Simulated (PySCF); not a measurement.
SMILES CO[Si](C)(OC)[Al]([OH])[OH] (C3H11AlO4Si), GFN2-xTB optimised geometry.

```
20

Si    -0.34    -0.86     0.00
C     -1.24    -1.93    -1.33
O     -0.71    -1.53     1.47
C      0.04    -2.52     2.05
O     -0.94     0.65     0.00
C     -2.28     1.06    -0.01
Al     2.06    -0.86     0.00
O      2.65    -2.04    -0.99
O      2.80     0.13     1.09
H     -2.26    -2.15    -1.04
H     -1.25    -1.43    -2.29
H     -0.73    -2.88    -1.47
H     -0.05    -2.45     3.14
H     -0.28    -3.52     1.72
H      1.11    -2.40     1.78
H     -2.79     0.68    -0.89
H     -2.80     0.70     0.88
H     -2.30     2.15    -0.03
H      3.03    -2.69    -1.58
H      3.16     0.75     1.71
```

Density from CAM-B3LYP/def2-SVP run with PySCF at that geometry.

Minimum of the electron density along straight lines between bonded atoms, close to the bond critical point (lines longer than 1.1 times the sum of covalent radii, or with two minima, are not listed):

| bond | length / Å | ρ at the minimum / e bohr⁻³ | ∇²ρ there / e bohr⁻⁵ | position (fraction from the first atom) |
|---|---|---|---|---|
| Si1–C2 | 1.925 | 0.108 | 0.29 | 0.38 |
| Si1–O3 | 1.652 | 0.122 | 0.98 | 0.41 |
| O3–C4 | 1.378 | 0.273 | -0.34 | 0.66 |
| Si1–O5 | 1.628 | 0.128 | 1.08 | 0.41 |
| O5–C6 | 1.399 | 0.257 | -0.35 | 0.66 |
| Si1–Al7 | 2.398 | (withheld) | 0.08 | 0.65 |
| Al7–O8 | 1.653 | 0.101 | 1.01 | 0.44 |
| Al7–O9 | 1.651 | 0.102 | 1.02 | 0.44 |
| C2–H10 | 1.088 | 0.270 | -0.97 | 0.63 |
| C2–H11 | 1.085 | 0.271 | -0.97 | 0.62 |
| C2–H12 | 1.086 | 0.271 | -0.97 | 0.62 |
| C4–H13 | 1.091 | 0.283 | -1.10 | 0.64 |
| C4–H14 | 1.094 | 0.281 | -1.07 | 0.64 |
| C4–H15 | 1.112 | 0.268 | -0.94 | 0.62 |
| C6–H16 | 1.092 | 0.282 | -1.07 | 0.63 |
| C6–H17 | 1.091 | 0.283 | -1.09 | 0.64 |
| C6–H18 | 1.091 | 0.283 | -1.10 | 0.64 |
| O8–H19 | 0.947 | 0.359 | -2.53 | 0.82 |
| O9–H20 | 0.947 | 0.358 | -2.56 | 0.82 |

Question: Fill in the missing entries.

Answer: 
- Si1–Al7, ρ at the minimum / e bohr⁻³: 0.071
